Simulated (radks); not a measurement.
Values are calculated unless marked as measured or tabulated.
Spherical quantum dot in the effective-mass picture: electrons in a hard-walled sphere of radius 2.86, all in effective atomic units (hartree* = m*/eps^2 hartree, bohr* = eps/m* bohr), one dielectric constant everywhere. Level of theory: non-relativistic Kohn-Sham, r2SCAN, spin-polarised, spherical densities, generalised Kohn-Sham scheme (a radial shooting solver with Libxc functionals). Levels are named by radial order and angular momentum (1s, 1p, 1d, 2s, ...), and open shells are averaged over m.

N = 28, configuration 1s2 1p6 1d10 1f(up 7, down 3). This is the lowest configuration that the search found. Occupied and some empty levels:

level    occupation  eigenvalue (hartree*)  <r> (bohr*)
1s up             1                 13.057        1.917
1s down           1                 13.116        1.906
1p up             3                 13.391        1.995
1p down           3                 13.457        1.988
1d up             5                 13.966        2.060
1d down           5                 14.041        2.056
1f up             7                 14.752        2.115
1f down           3                 14.835        2.113
2s up             0                 15.264        1.261
2s down           0                 15.300        1.265
1g up             0                 15.731        2.161
1g down           0                 15.822        2.160
2p up             0                 16.374        1.489
2p down           0                 16.418        1.490
2d up             0                 17.671        1.629
2d down           0                 17.727        1.629

Energy (hartree*): total 224.564, kinetic 65.953, external 0, Hartree 176.24, exchange-correlation -17.631.

Electron density:

r (bohr*)  n(r) (e/bohr*^3)
0.0834              0.01343
0.226               0.01513
0.368               0.01875
0.510               0.02514
0.652               0.03563
0.795               0.05212
0.937               0.07720
1.08                 0.1137
1.22                 0.1644
1.36                 0.2313
1.51                 0.3117
1.65                 0.4003
1.79                 0.4838
1.93                 0.5435
2.08                 0.5574
2.22                 0.5083
2.36                 0.3944
2.50                 0.2401
2.64                0.09590
2.79                0.01138
